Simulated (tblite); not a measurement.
Isomers of [C6H14N]+ (charge +1). All values are computed: GFN2-xTB (tblite) harmonic vibrations without scaling, gas phase. Against measured fundamentals such values can be off by several per cent, at times by over 20. One conformer each.

Electronic energies: GFN2-xTB at the same geometries; isomer energies are rough at this level and their order can be wrong.

```csv
SMILES,"electronic energy, lowest = 0 (kJ/mol)"
C[N+]1(C)CCCC1,0.0
C[NH2+]CC1CCC1,122.4
C[C@@H]1CCC[NH2+]C1,25.8
```

Q: How do GFN2-xTB zero-point energies change the relative energies?

A: 
```json
{"SMILES": "C[N+]1(C)CCCC1", "ZPE (kJ/mol)": "513.8", "of it from modes above 1550 cm⁻¹": "254.0", "electronic (kJ/mol)": "0.0", "with ZPE, lowest = 0 (kJ/mol)": "0.0", "lowest mode (cm⁻¹)": "30", "rings": "1"}
{"SMILES": "C[C@@H]1CCC[NH2+]C1", "ZPE (kJ/mol)": "517.4", "of it from modes above 1550 cm⁻¹": "255.2", "electronic (kJ/mol)": "25.8", "with ZPE, lowest = 0 (kJ/mol)": "29.4", "lowest mode (cm⁻¹)": "159", "rings": "1"}
{"SMILES": "C[NH2+]CC1CCC1", "ZPE (kJ/mol)": "511.2", "of it from modes above 1550 cm⁻¹": "255.8", "electronic (kJ/mol)": "122.4", "with ZPE, lowest = 0 (kJ/mol)": "119.8", "lowest mode (cm⁻¹)": "55", "rings": "1"}
```

The zero-point energies span 6.2 kJ/mol, from `C[NH2+]CC1CCC1` to `C[C@@H]1CCC[NH2+]C1`. The order is unchanged.

Q: What do entropy and thermal enthalpy add at 298.15 K and 1 bar (rigid rotor, harmonic oscillator, one conformer each)?

A: 
```
             SMILES  point group  symmetry number  S (J/(mol K))  H − H(0) (kJ/mol)  ZPE + H − H(0) − TS (kJ/mol)
     C[N+]1(C)CCCC1           C2                2          346.3              21.87                         432.4
C[C@@H]1CCC[NH2+]C1           C1                1          340.0              21.15                         437.2
     C[NH2+]CC1CCC1           C1                1          375.1              24.17                         423.6
```
